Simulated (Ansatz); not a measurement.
Reaction (formal exchange of groups at the Sn–I bond): `[CH3][SnH2][I]` + `[AlH2][CH2]CI` → `[CH3][SnH2][CH2][AlH2]` + `ICI`

Isolated molecules relaxed with PBE0-D4/def2-TZVP in Ansatz; ΔE leaves out vibrations. CCSD(T)/CBS adds triple-zeta CCSD(T) − MP2 to the extrapolated MP2 energy (def2 sets, frozen cores). Functionals use def2-TZVPP. Elements past krypton have def2 core potentials. For I, Sn outer-core shells are correlated without core-valence functions, which leaves a few kJ/mol of doubt a bond. One conformer a species, not always the lowest.

```
             level  ΔE (kcal/mol)  difference from CCSD(T)/CBS
           ωB97X-V           33.4                          1.9
           ωB97M-V           33.0                          1.5
               PBE           32.6                          1.1
              PBE0           34.5                          3.0
SCS-MP2/def2-TZVPP           30.5                         -1.0
   CCSD/def2-TZVPP           31.5                          0.0
     HF/def2-QZVPP           40.0                          8.5
SCS-MP2/def2-QZVPP           31.3                         -0.2
      HF/CBS(def2)           40.0                          8.5
    CCSD/CBS(def2)           32.7                          1.2
       CCSD(T)/CBS           31.5                            0
```

Largest T1 diagnostic among the species: 0.011.

In def2-TZVPP, CCSD(T) changes the Hartree–Fock value by −9.8 kcal/mol (the triples alone add −1.3 kcal/mol) and MP2 by −9.7 kcal/mol. From PBE to PBE0 (25 % exact exchange), in def2-TZVPP and without D4, ΔE moves by +1.9 kcal/mol. The D4 term adds −1.0 kcal/mol with B3LYP and −0.5 kcal/mol with PBE0; it sums over pairs of atoms, weighted by their polarisabilities, and B3LYP, whose exchange is more repulsive, gets the larger term.

CCSD(T)/CBS has its own doubt, a few kJ/mol and more with outer-core shells, so smaller differences from it don't rank the levels.

B3LYP here is the variant with VWN-RPA as its local correlation; programs differ in this.
